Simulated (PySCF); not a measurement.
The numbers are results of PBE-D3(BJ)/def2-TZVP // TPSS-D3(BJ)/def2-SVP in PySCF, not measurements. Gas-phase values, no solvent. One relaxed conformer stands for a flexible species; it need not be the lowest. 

Reference species: [Mo(OH)6] (neutral, multiplicity 1).

| Item | Value |
|---|---|
| coordination number | 6 |
| LUMO | -4.21 eV |

Changed species: [Mo(OH)4(NH2)2] (2 of 6 OH replaced by NH2; the reference has 0 of 6 OH replaced by NH2).

Task: What does the change do to the coordination number and LUMO?

Result: the coordination number hardly moves; the LUMO rises by 0.68 eV, to -3.53 eV.
